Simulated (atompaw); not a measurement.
An all-electron radial function and its pseudo partner (aluminium (Al))

Columns: radius, all-electron u(r) and pseudo u(r) of the 3s shell (level -14.92 eV) of aluminium in the configuration [Ne] 3s2 3p0; LDA (PW92), scalar-relativistic, PAW (atompaw) scheme, atompaw 4.2.0.5.

```tsv
r (bohr)	all-electron	pseudo
0.088	0.1493	0.0546
0.177	-0.0353	0.1094
0.265	-0.2105	0.1628
0.354	-0.3060	0.2158
0.442	-0.3226	0.2667
0.531	-0.2820	0.3163
0.619	-0.2059	0.3634
0.708	-0.1089	0.4086
0.796	-0.0047	0.4507
0.885	0.1012	0.4905
0.973	0.2013	0.5269
1.062	0.2947	0.5605
1.150	0.3777	0.5905
1.238	0.4507	0.6173
1.327	0.5139	0.6409
1.415	0.5665	0.6609
1.504	0.6099	0.6777
1.592	0.6440	0.6910
1.681	0.6701	0.7010
1.769	0.6885	0.7077
1.858	0.7003	0.7112
1.946	0.7060	0.7115
2.035	0.7064	0.7087
2.123	0.7022	0.7029
2.212	0.6940	0.6941
2.300	0.6825	0.6825
```

How many radial nodes do the two functions have?

The all-electron 3s function has n − l − 1 = 2; the pseudo-wave has 0, since the states of the same l below it are removed with the core.

Is the pseudo-wave norm-conserving?

No, it belongs to a PAW set: the norm inside the radius is not constrained, and the difference is carried by the augmentation charge.
